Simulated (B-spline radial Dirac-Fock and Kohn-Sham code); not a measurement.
# Dipole and non-dipole photoemission parameters of Nb⁵⁺ 3s

System: the Nb⁵⁺ ion, [Ar] 3d10 4s2 4p6; threshold 524.7 eV (orbital energy of the model). Level of theory: Dirac-Hartree-Slater photoionisation with a Latter tail; cross sections with all multipoles, angular parameters from the dipole term and its interference with E2; a radial atomic solver.

Input of the calculation (task.json; shells as n, l, electrons):

```json
{"items": [{
  "Z": 41,
  "q": 5,
  "cfg": [[1, 0, 2], [2, 0, 2], [2, 1, 6], [3, 0, 2], [3, 1, 6], [3, 2, 10], [4, 0, 2], [4, 1, 6]],
  "A": 93,
  "rrms": 4.324,
  "do": "xps",
  "hv": [66.3, 126.0, 144.0, 148.0, 150, 163.0, 300, 396.0, 400, 410.0, 442.0, 455.0, 540.0, 553.0, 768.0, 800, 970.0, 1486.9, 1630.0, 1840.0, 1910.0, 1980.0, 2000, 3190.0, 4000, 6000, 6670.0, 10300.0, 12800.0, 13100.0]
}]}
```

Command: `python xray2_run.py task.json out`

```csv
hν (eV),σ (kb),β,γ
540,127,1.991,0.586
553,125,1.992,0.574
768,?,?,?
800,78.3,1.994,0.358
970,59.4,1.995,0.244
1486.9,30.2,1.996,0.029
1630,25.9,1.996,-0.006
1840,21.1,1.996,-0.044
1910,19.8,1.996,-0.054
1980,18.5,1.996,-0.062
2000,18.2,1.996,-0.064
3190,7.69,1.997,-0.064
4000,4.96,1.997,0.011
6000,2.17,1.997,0.280
6670,1.74,1.997,0.378
10300,0.669,1.996,0.895
12800,0.407,1.996,1.220
13100,0.386,1.996,1.257
```

Task: Give the values at 768 eV.

Result: σ = 82.6 kb, β = 1.994, γ = 0.383. For an s subshell δ is negligible.
